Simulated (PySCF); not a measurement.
# Correlation energy of Ne⁺ (neon, charge +1)

[He] 2s2 2p5, 2P determinant. All numbers are calculated (PySCF 2.14, no relativity, point nucleus, in cc-pVDZ (3s2p1d, 14 functions)). Frozen: 1s2; 7 electrons correlated.

MP2 pair energies summed by pair of shells (mhartree):

```tsv
pair	energy	share (%)
2p-2p	-86.53	64.6
2s-2p	-40.05	29.9
2s-2s	-7.28	5.4
```

Total MP2 correlation energy: -133.86 mhartree.

Same-spin part -33.62 and opposite-spin part -100.24 mhartree; SCS-MP2 scales them by 1/3 and 6/5 to -131.50 mhartree.

| level | correlation energy (mhartree) |
| --- | --- |
| CCSD | -144.14 |
| (T) | -1.02 |
| CCSD(T) | -145.16 |

Diagnostics: T1 = 0.0031, D1 = 0.0050, largest double amplitude 0.038.

Cost of the coupled-cluster step: 0.05 s of wall time on 1 thread of Intel(R) Xeon(R) 6975P-C (shared host), for 7 correlated electrons.
